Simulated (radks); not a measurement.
Question: Hg4+, 76 electrons, occupied as [Xe] 4f14 5d8. Calculated with a radial shooting solver on a logarithmic mesh with Libxc functionals: Dirac Kohn-Sham, OLYP, spin-unpolarised, spherical densities, finite nucleus; open shells are shared between the two j in proportion to 2j + 1; Fermi nuclear charge, rms radius 5.4648 fm.

Spin-orbit splittings of the eigenvalues, e(l+1/2) - e(l-1/2), with zeta = 2 splitting/(2l+1) and mean radii in bohr:

shell  occ.  splitting (eV)  zeta (eV)  <r> j=l-1/2  <r> j=l+1/2
2p        6            1947       1298      0.05693      0.06559
3p        6           431.5      287.6       0.1704       0.1863
3d       10           92.59      37.03       0.1620       0.1669
4p        6               ?          ?       0.4009       0.4351
4d       10           19.49      7.796       0.4420       0.4531
4f       14           4.223      1.207       0.4777       0.4843
5p        6           18.77      12.51       0.9621        1.051
5d        8           2.256     0.9026        1.310        1.349
6p        0           2.679      1.786        2.448        2.638

Estimate the 4p splitting.

Answer: 104.3 eV (zeta = 69.56 eV).
